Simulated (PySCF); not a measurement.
Ge(SiH3)2 (GeH6Si2), SMILES [SiH3][Ge][SiH3] (connectivity only; charge and spin as stated), neutral, multiplicity 1.

Coordinates come from a B3LYP-D3(BJ)/def2-SVP optimisation. The structure was generated by enumeration; whether it is a known compound was not checked.

Calculation: TDA-LC-ωPBE/def2-SVPD run with PySCF.

Vertical excitations. The molecule is in vacuum. State labels are in the subgroup C2.

Estimate the UV-visible absorptions. (The exact figures need the calculation; the answer reports its results.)


| state | symmetry | energy (eV) | λ (nm) | f | main pairs |
|---|---|---|---|---|---|
| S1 | B | 1.91 | 651 | 0.003 | HOMO→LUMO 98 % |
| S2 | A | 2.77 | 448 | 0.000 | HOMO−1→LUMO 98 % |
| S3 | A | 6.03 | 206 | 0.187 | HOMO→LUMO+1 88 % |
| S4 | B | 6.13 | 202 | 0.125 | HOMO→LUMO+2 76 % |
| S5 | A | 6.50 | 191 | 0.000 | HOMO→LUMO+3 54 %, HOMO→LUMO+5 20 %, HOMO→LUMO+4 12 % |
| S6 | A | 6.63 | 187 | 0.000 | HOMO−2→LUMO 92 % |
| S7 | B | 6.70 | 185 | 0.016 | HOMO−3→LUMO 78 %, HOMO−1→LUMO+1 17 % |
| S8 | A | 6.73 | 184 | 0.003 | HOMO−1→LUMO+2 37 %, HOMO→LUMO+5 28 %, HOMO→LUMO+4 22 % |
| S9 | A | 7.04 | 176 | 0.002 | HOMO−4→LUMO 74 % |
| S10 | B | 7.06 | 175 | 0.159 | HOMO−1→LUMO+1 43 %, HOMO−5→LUMO 30 %, HOMO−3→LUMO 7 % |
| T1 | B | 0.85 | 1459 | 0 | HOMO→LUMO 97 % |
| T2 | A | 2.05 | 604 | 0 | HOMO−1→LUMO 97 % |
| T3 | B | 4.83 | 256 | 0 | HOMO→LUMO+2 75 % |
| T4 | A | 5.27 | 235 | 0 | HOMO→LUMO+1 58 %, HOMO−1→LUMO+2 16 %, HOMO→LUMO+3 9 % |
Triplets are in the Tamm–Dancoff approximation.
